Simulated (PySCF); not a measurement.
**Unknown compound**

Molecular formula: C$_{7}$H$_{10}$N$_{2}$O. Simulated spectra:

¹H NMR (400 MHz, computed): δ 9.32 (d, 1H), 9.22 (s, 1H), 7.00 (d, 1H), 4.63 (sept, 1H), 1.44 (d, 6H).

¹³C{¹H} NMR (computed): δ 161.6 (C), 154.9 (CH), 140.7 (CH), 119.3 (CH), 71.9 (CH), 23.4 (CH3).

Level of theory: σ from GIAO-PBE0/pcSseg-1, coordinates at the GFN2-xTB level, in PySCF 2.14.0 with density-fitted response routines (non-relativistic, isolated molecule, equivalent nuclei averaged, a single conformation).

References, each an isolated molecule treated in the same way: TMS for ¹H and ¹³C.

Deduce the structure.

## Answers


- The formula gives 4 degrees of unsaturation (1 ring in the answer).
- 6 carbon signals for 7 carbons: some carbons are equivalent by symmetry or fast rotation.
- Carbon types of the structure: 1 × C, 4 × CH, 2 × CH3, which accounts for all hydrogens.
- δC 161.6: aromatic carbon bearing oxygen; an ipso carbon deshielded by its heteroatom.
- δC 154.9, 140.7: aromatic CH next to a ring nitrogen; the adjacent pyridine-type nitrogen withdraws density from it.
- δC 119.3: aromatic CH; π donation from the O or N substituent raises the electron density at positions ortho and para to it.
- δC 71.9: sp3 CH bonded to O; deshielded by the electronegative neighbour.
- δC 23.4: methyl carbon; aliphatic region, no heteroatom directly attached.
- δH 9.32, 9.22: hydrogen on an aromatic CH next to a ring nitrogen; ring current plus the neighbouring ring nitrogen.
- δH 7.00: hydrogen on an aromatic CH; π donation from the O or N substituent shields it against benzene.

Structure: SMILES CC(C)Oc1ccnnc1.

The data come from this structure; uniqueness wasn't tested.

Shifts are as computed. Against solution values, carbons near 30 ppm lie about +3 ppm off and those near 130 ppm about +5 ppm. Of 1211 compounds with measured shifts, 218 miss one by over three times the rms of a fit or turn the order of signals round; such compounds aren't used in these exercises. Multiplicities follow the n + 1 count of equivalent neighbours, as no J values were calculated; m marks all less simple cases, F and P coupling included.
